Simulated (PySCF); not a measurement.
Computed IR spectrum (relative IR intensity) of a molecule CH7F2NSi2. The structure is a stationary point at PBE-D3(BJ)/def2-SVP. Other conformers were not sampled. Computed with PBE-D3(BJ)/def2-SVP in PySCF. Frequencies are harmonic and unscaled.

Lines under 2 % of the strongest are left out, and lines within 2 cm⁻¹ are merged.

ν (cm⁻¹): 239 (w), 300 (w), 383 (m), 444 (s), 521 (vw), 687 (m), 703 (w), 723 (vw), 732 (w), 800 (m), 813 (w), 839 (s), 876 (s), 898 (m), 922 (s), 932 (vs), 982 (m), 1040 (s), 1321 (w), 1489 (m), 2174 (s), 2193 (m), 2200 (s), 3483 (m), 3591 (m) (against the strongest line: vs over 80 %, s over 45 %, m over 15 %, w over 4 %, vw less)

Question: Which structure fits?
(A) CN[Si](F)(F)[SiH3]
(B) C[Si](F)(F)N[SiH3]
(C) NC[Si@H](F)[SiH2]F
(D) N[Si@H](F)C[SiH2]F

Answer: D, N[Si@H](F)C[SiH2]F
